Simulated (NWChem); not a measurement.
All runs are NWChem calculations. System: H2FGeN, charge 0, spin multiplicity 1, at a geometry optimised with B3LYP/def2-SVP. The structure started from a generated list of species. Level: G0W0@PBE0/def2-SVPD, RI basis def2-svpd-rifit.

The NWChem input:

```
start mol
memory heap 200 mb stack 700 mb global 1700 mb
geometry units angstroms nocenter noautoz
  Ge    -0.079660    -0.448864     0.000000
  F     -1.221779     0.911131     0.000000
  N      1.404553     0.610555     0.000000
  H      1.353971     1.628154     0.000000
  H      2.359300     0.261438     0.000000
  symmetry group Cs
end
basis spherical
  * library def2-svpd
end
basis "ri basis" bse spherical
  * library def2-svpd-rifit
end
dft
  xc pbe0
  iterations 100
  direct
  tolerances tight
end
task dft energy
gw
  states alpha occ 4 vir 2
end
task dft gw
```

Output (cleaned and shortened):

```
             Northwest Computational Chemistry Package (NWChem) 7.3.0
             --------------------------------------------------------

                                NWChem Input Module
                                -------------------

 Scaling coordinates for geometry "geometry" by  1.889725989
 (inverse scale =  0.529177249)

 Turning off AUTOSYM since
 SYMMETRY directive was detected!

                             Geometry "geometry" -> ""
                             -------------------------

 Output coordinates in angstroms (scale by  1.889725989 to convert to a.u.)

  No.       Tag          Charge          X              Y              Z
 ---- ---------------- ---------- -------------- -------------- --------------
    1 Ge                  32.0000    -0.07966000    -0.44886400     0.00000000
    2 F                    9.0000    -1.22177900     0.91113100     0.00000000
    3 N                    7.0000     1.40455300     0.61055500     0.00000000
    4 H                    1.0000     1.35397100     1.62815400     0.00000000
    5 H                    1.0000     2.35930000     0.26143800     0.00000000

 Effective nuclear repulsion energy (a.u.)     187.4866489417

            Nuclear Dipole moment (a.u.)
            ----------------------------
        X                 Y               Z
 ---------------- ---------------- ----------------
     0.0000207870     0.0000151178     0.0000000000

      Symmetry information
      --------------------

 Group name             Cs
 Group number              2
 Group order               2
 No. of unique centers     5

      Symmetry unique atoms

     1    2    3    4    5


 Summary of "ao basis" -> "" (spherical)
 ------------------------------------------------------------------------------
       Tag                 Description            Shells   Functions and Types
 ---------------- ------------------------------  ------  ---------------------
 *                         def2-svpd                  on all atoms

 new library libraries.bse/

 Summary of "ri basis" -> "" (spherical)
 ------------------------------------------------------------------------------
       Tag                 Description            Shells   Functions and Types
 ---------------- ------------------------------  ------  ---------------------
 *                      def2-svpd-rifit               on all atoms

                                 NWChem DFT Module
                                 -----------------

 Summary of "ao basis" -> "ao basis" (spherical)
 ------------------------------------------------------------------------------
       Tag                 Description            Shells   Functions and Types
 ---------------- ------------------------------  ------  ---------------------
 Ge                        def2-svpd                14       38   6s4p4d
 F                         def2-svpd                 9       23   4s3p2d
 N                         def2-svpd                 8       20   4s2p2d
 H                         def2-svpd                 4        8   2s2p

 Summary of "ao basis" -> "ao basis" (spherical)
 ------------------------------------------------------------------------------
       Tag                 Description            Shells   Functions and Types
 ---------------- ------------------------------  ------  ---------------------
 Ge                        def2-svpd                14       38   6s4p4d
 F                         def2-svpd                 9       23   4s3p2d
 N                         def2-svpd                 8       20   4s2p2d
 H                         def2-svpd                 4        8   2s2p

      Symmetry analysis of basis
      --------------------------

        a'         68
        a"         29

            General Information
            -------------------
          SCF calculation type: DFT
          Wavefunction type:  closed shell.
          No. of atoms     :     5
          No. of electrons :    50
           Alpha electrons :    25
            Beta electrons :    25
          Charge           :     0
          Spin multiplicity:     1
          Use of symmetry is: on ; symmetry adaption is: on
          Maximum number of iterations: 100
          This is a Direct SCF calculation.
          AO basis - number of functions:    97
                     number of shells:    39
          Convergence on energy requested:  1.00D-06
          Convergence on density requested:  1.00D-05
          Convergence on gradient requested:  5.00D-04

              XC Information
              --------------
                         PBE0 Method XC Functional
                     Hartree-Fock (Exact) Exchange  0.250
          PerdewBurkeErnzerhof Exchange Functional  0.750
            Perdew 1991 LDA Correlation Functional  1.000 local
           PerdewBurkeErnz. Correlation Functional  1.000 non-local

             Grid Information
             ----------------
          Grid used for XC integration:  medium
          Radial quadrature: Mura-Knowles
          Angular quadrature: Lebedev.
          Tag              B.-S. Rad. Rad. Pts. Rad. Cut. Ang. Pts.
          ---              ---------- --------- --------- ---------
          Ge                  1.25      112           9.0       590
          F                   0.50       49          11.0       434
          N                   0.65       49          10.0       434
          H                   0.35       45          11.0       434
          Grid pruning is: on
          Number of quadrature shells:   300
          Spatial weights used:  Erf1

          Convergence Information
[...]
      -------------------------------------------------

  Numbering of irreducible representations:

     1 a'          2 a"

  Orbital symmetries:

     1 a'          2 a'          3 a'          4 a'          5 a"
     6 a'          7 a'          8 a'          9 a'         10 a'
    11 a"         12 a'         13 a'         14 a'         15 a"
    16 a"         17 a'         18 a'         19 a'         20 a'
    21 a"         22 a'         23 a'         24 a"         25 a'
    26 a"         27 a'         28 a'         29 a'         30 a'
    31 a'         32 a'         33 a"         34 a"         35 a'

   convergence    iter        energy       DeltaE   RMS-Dens  Diis-err    time
 ---------------- ----- ----------------- --------- --------- ---------  ------
 d= 0,ls=0.0,diis     1  -2231.9868185422 -2.42D+03  1.64D-02  7.10D-01     1.0
 d= 0,ls=0.0,diis     2  -2231.8389802607  1.48D-01  7.93D-03  2.43D+00     1.6
 d= 0,ls=0.0,diis     3  -2232.0705698180 -2.32D-01  1.06D-03  1.70D-02     2.2
 d= 0,ls=0.0,diis     4  -2232.0707588790 -1.89D-04  6.56D-04  9.52D-03     2.8
 d= 0,ls=0.0,diis     5  -2232.0716285077 -8.70D-04  1.79D-04  1.03D-03     3.4
 d= 0,ls=0.0,diis     6  -2232.0717320898 -1.04D-04  4.62D-05  2.25D-05     4.0
 d= 0,ls=0.0,diis     7  -2232.0717333082 -1.22D-06  6.00D-06  2.21D-07     4.6
 d= 0,ls=0.0,diis     8  -2232.0717333407 -3.25D-08  1.27D-06  1.22D-08     5.2

         Total DFT energy =    -2232.071733340674
      One electron energy =    -3483.363210366394
           Coulomb energy =     1160.549256734855
    Exchange-Corr. energy =      -96.744428650810
 Nuclear repulsion energy =      187.486648941675

 Numeric. integr. density =       50.000001304754

     Total iterative time =      4.8s

                  Occupations of the irreducible representations
                  ----------------------------------------------

                     irrep           alpha         beta
                     --------     --------     --------
                     a'               19.0         19.0
                     a"                6.0          6.0

                       DFT Final Molecular Orbital Analysis
                       ------------------------------------

 Vector   23  Occ=2.000000D+00  E=-3.999976D-01  Symmetry=a'
              MO Center= -9.8D-01,  7.6D-01, -2.7D-15, r^2= 1.3D+00
   Bfn.  Coefficient  Atom+Function         Bfn.  Coefficient  Atom+Function
  ----- ------------  ---------------      ----- ------------  ---------------
    43      0.587751  2 F  px                46     -0.397661  2 F  px
    44      0.200006  2 F  py                 4      0.145047  1 Ge s
    66      0.137146  3 N  px                47     -0.133824  2 F  py
    90     -0.109602  5 H  s                 49     -0.101372  2 F  px
     3     -0.085351  1 Ge s                 14     -0.082103  1 Ge py

 Vector   24  Occ=2.000000D+00  E=-3.023360D-01  Symmetry=a"
              MO Center=  1.2D+00,  5.2D-01, -1.9D-15, r^2= 1.4D+00
   Bfn.  Coefficient  Atom+Function         Bfn.  Coefficient  Atom+Function
  ----- ------------  ---------------      ----- ------------  ---------------
    68      0.539279  3 N  pz                71     -0.393855  3 N  pz
    15     -0.146783  1 Ge pz                18     -0.141040  1 Ge pz
    45     -0.138933  2 F  pz                48      0.100100  2 F  pz
    12      0.086487  1 Ge pz                89     -0.052838  4 H  pz
    97     -0.053092  5 H  pz                22     -0.047420  1 Ge d  1

 Vector   25  Occ=2.000000D+00  E=-2.886408D-01  Symmetry=a'
              MO Center= -7.6D-02, -5.5D-01, -2.5D-15, r^2= 2.5D+00
   Bfn.  Coefficient  Atom+Function         Bfn.  Coefficient  Atom+Function
  ----- ------------  ---------------      ----- ------------  ---------------
     4      0.557326  1 Ge s                  3     -0.325186  1 Ge s
     5      0.288992  1 Ge s                 14     -0.286012  1 Ge py
    44     -0.259301  2 F  py                17     -0.229601  1 Ge py
    47      0.189300  2 F  py                66     -0.181691  3 N  px
    64     -0.177228  3 N  s                 11      0.165422  1 Ge py

 Vector   26  Occ=0.000000D+00  E=-6.007543D-02  Symmetry=a"
              MO Center=  9.4D-03, -5.0D-01,  6.1D-15, r^2= 3.0D+00
   Bfn.  Coefficient  Atom+Function         Bfn.  Coefficient  Atom+Function
  ----- ------------  ---------------      ----- ------------  ---------------
    18      0.672232  1 Ge pz                15      0.446941  1 Ge pz
    12     -0.244274  1 Ge pz                68      0.235124  3 N  pz
    71     -0.206604  3 N  pz                45      0.157657  2 F  pz
    48     -0.130162  2 F  pz                35     -0.110021  1 Ge d -1
     9      0.078883  1 Ge pz                97     -0.049968  5 H  pz

 Vector   27  Occ=0.000000D+00  E= 3.694386D-03  Symmetry=a'
              MO Center=  5.3D-01, -6.4D-01, -8.4D-15, r^2= 5.4D+00
   Bfn.  Coefficient  Atom+Function         Bfn.  Coefficient  Atom+Function
  ----- ------------  ---------------      ----- ------------  ---------------
    65      3.790475  3 N  s                  5     -1.700202  1 Ge s
    91     -1.436738  5 H  s                 83     -1.039379  4 H  s
    17     -0.721831  1 Ge py                34     -0.492378  1 Ge d -2
    95      0.491547  5 H  px                 6      0.452444  1 Ge s
    88      0.393519  4 H  py                13      0.290912  1 Ge px

 Vector   28  Occ=0.000000D+00  E= 2.504484D-02  Symmetry=a'
              MO Center=  8.3D-01,  4.2D-01, -2.6D-15, r^2= 7.7D+00
   Bfn.  Coefficient  Atom+Function         Bfn.  Coefficient  Atom+Function
  ----- ------------  ---------------      ----- ------------  ---------------
    65      4.371242  3 N  s                 91     -1.630979  5 H  s
     5     -1.583791  1 Ge s                 83     -1.547191  4 H  s
     6      1.341348  1 Ge s                 16     -0.871539  1 Ge px
    95      0.707198  5 H  px                88      0.575587  4 H  py
    42     -0.504669  2 F  s                 50      0.330485  2 F  py

 center of mass
 --------------
 x =  -0.09870383 y =  -0.09396373 z =   0.00000000

 moments of inertia (a.u.)
 ------------------
         136.973908480574          14.059227315810           0.000000000000
          14.059227315810         227.169291071050           0.000000000000
           0.000000000000           0.000000000000         364.143199551624

     Multipole analysis of the density
     ---------------------------------

     L   x y z        total         alpha         beta         nuclear
     -   - - -        -----         -----         ----         -------
     0   0 0 0     -0.000000    -25.000000    -25.000000     50.000000

     1   1 0 0      1.009932      0.504956      0.504956      0.000021
     1   0 1 0     -0.293809     -0.146912     -0.146912      0.000015
     1   0 0 1     -0.000000     -0.000000     -0.000000      0.000000

     2   2 0 0    -20.158280    -72.299001    -72.299001    124.439721
     2   1 1 0      1.934885      1.057463      1.057463     -0.180040
     2   1 0 1      0.000000      0.000000      0.000000      0.000000
     2   0 2 0    -21.343117    -45.038479    -45.038479     68.733842
     2   0 1 1     -0.000000     -0.000000     -0.000000      0.000000
     2   0 0 2    -20.874678    -10.437339    -10.437339      0.000000

 Task  times  cpu:        5.2s     wall:        5.2s

                                NWChem Input Module
                                -------------------

                                 NWChem GW Module
                                 ----------------

                             ***********************
                             ***        GW       ***
                             ***********************

 Summary of "ri basis" -> "ri basis" (spherical)
 ------------------------------------------------------------------------------
       Tag                 Description            Shells   Functions and Types
 ---------------- ------------------------------  ------  ---------------------
 Ge                     def2-svpd-rifit             37      143   11s10p8d5f3g
 F                      def2-svpd-rifit             20       64   7s6p5d2f
 N                      def2-svpd-rifit             20       64   7s6p5d2f
 H                      def2-svpd-rifit              9       23   4s3p2d

                 Memory Information
                 ------------------
          Available GA per process is          1699.9 MBs
          Available stack per process is        700.0 MBs
          Available heap per process is           0.0 MBs

          Peak memory in Initialization
              Peak GA per process is                  7.1 MBs
              Peak stack per process is               0.1 MBs
              Peak heap per process is                7.4 MBs
              Memory not in MA per process            0.0 MBs

          Peak memory in AFF Calculation
              Peak GA per process is                 35.3 MBs
              Peak stack per process is              24.7 MBs
              Peak heap per process is                0.0 MBs
              Memory not in MA per process           24.7 MBs

          Computing 2-center integrals
          Computing Inverse Cholesky factor
          Computing 3-center integrals
          Computing V_xc ...

          Computing Sigma_x
          Computing RPA polarizability
          Solving quasiparticle equations

                  Alpha Orbitals
          State     Energy (eV)     Error (eV)
          -----------------------------------
@GW        22        -12.980           0.004
@GW        23        -12.778           0.004
@GW        24         -9.852           0.004
@GW        25         -9.617           0.004
@GW        26          0.832           0.002
@GW        27          2.139           0.004

   Applying  -1.7628 eV scissor-shift to rest of particle states

   Applying   2.4666 eV scissor-shift to rest of hole states

     GW Timing Statistics
   ------------------------
   Init.   :          0.0s
     ERIs  :          0.4s
     Distr.:          0.0s
     Vxc   :          0.6s
   Sigma_x :          0.0s
   RPA     :          0.6s
   Wmn     :          0.0s
   Sigma_c :          0.0s
   GW total:          1.7s

 Task  times  cpu:        1.7s     wall:        1.7s

 Total times  cpu:        6.9s     wall:        6.9s
```
